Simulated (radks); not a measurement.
Results of a calculation; reference values are marked as such.
Numerical settings for the rubidium ion Rb3+, [Ar] 3d10 4s2 4p4. Level of theory: Dirac Kohn-Sham, PBE, spin-unpolarised, spherical densities, point nucleus; open shells are shared between the two j in proportion to 2j + 1 (a radial shooting solver on a logarithmic mesh with Libxc functionals). The defaults (mesh step 0.008 in ln r, mesh end at 40 bohr or more with all orbitals vanishing there, Anderson mixing 0.5 over 9 steps, residual threshold near 1e-9 with the energy settled to 1e-9 hartree or 1e-11 of itself, here a cap of 92 iterations) give E = -2978.8088 hartree and 4p3/2 at -46.389 eV in 14 iterations. Times are rough (one thread of a shared host). Changes against that run (0 stands for a change within the tolerance of the run):

setting                     iterations  converged  E (mhartree)  e(4p3/2) (meV)  CPU (s)
mesh step in ln r 0.2                2         no      diverged               -     0.01
mesh step in ln r 0.003             14        yes             0               0     0.25
mesh step in ln r 0.05              14        yes      -0.00462         -0.0116     0.02
mesh end (bohr) 20                  14        yes             0               0      0.1
mesh end (bohr) 2                   14        yes     +4.67e+03       +3.66e+04     0.08
residual threshold 0.01              9        yes             0          +0.344     0.07
residual threshold 1e-13            23        yes             0               0     0.13
mixing 1.5                          15        yes             0               0      0.1
linear mixing, mixing 0.05          92         no      +0.00721           -88.6     0.53
linear mixing, mixing 0.5           30        yes             0               0     0.16
mixing history 3                    17        yes             0               0     0.11
iteration cap 2                      2         no     +2.26e+03       -2.53e+04     0.02

Settings that end as converged yet miss the energy by more than 1 mhartree: mesh end (bohr) 2 (+4.67 hartree). A mesh that ends early acts as a hard wall.
